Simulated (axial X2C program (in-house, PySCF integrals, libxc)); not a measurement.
Which molecule has these constants?

All values come from calculations with an in-house relativistic program for diatomic molecules, spin-free (one-electron X2C) or two-component (2c: spin–orbit coupling with atomic mean-field Coulomb and Gaunt terms, which also bring small scalar terms), in Dyall basis sets with cores contracted in-house; open shells are unrestricted.

A two-component PBE0 calculation in a Dyall 3-zeta basis gave Re = 2.093 Å, ωe = 577.9 cm⁻¹, Ω = 5/2.

**Question.** Which molecule is it?
A. NbB⁺
B. LiNb⁺
C. NbO⁺
D. NbN⁺
E. NbF⁺

**Answer.** A. The others have NbO⁺ 1.632 Å and 1103.7 cm⁻¹ (Ω = 1); NbN⁺ 1.602 Å and 1183.4 cm⁻¹ (Ω = 3/2); NbF⁺ 1.783 Å and 749.6 cm⁻¹ (Ω = 3/2); LiNb⁺ 2.905 Å and 238.2 cm⁻¹ (Ω = 1/2).

Each entry is the lowest single determinant of a limited PBE0 search at one distance. De goes to single-determinant-based atoms at the same level (for ions the charge split of lowest energy) and is withheld (n/a) where an atom does not fit its ground term or J level. Main or longest-lived isotopes. One determinant is a doubtful description, or other states lie close, for NbB⁺, NbO⁺, NbN⁺, NbF⁺, LiNb⁺; these need not be ground states, and all values refer to the states named. Some open-shell Ω = 0 determinants are out of reach, so the Ω given for NbO⁺ need not be the lowest component. With several unpaired electrons the Ω given is that of one determinant, not necessarily of the lowest component. The functionals have no current term, which raises determinants with orbital currents. Where the atoms have a lower orbital projection than the molecule, De at mean-field level may be about a tenth of an eV too small.
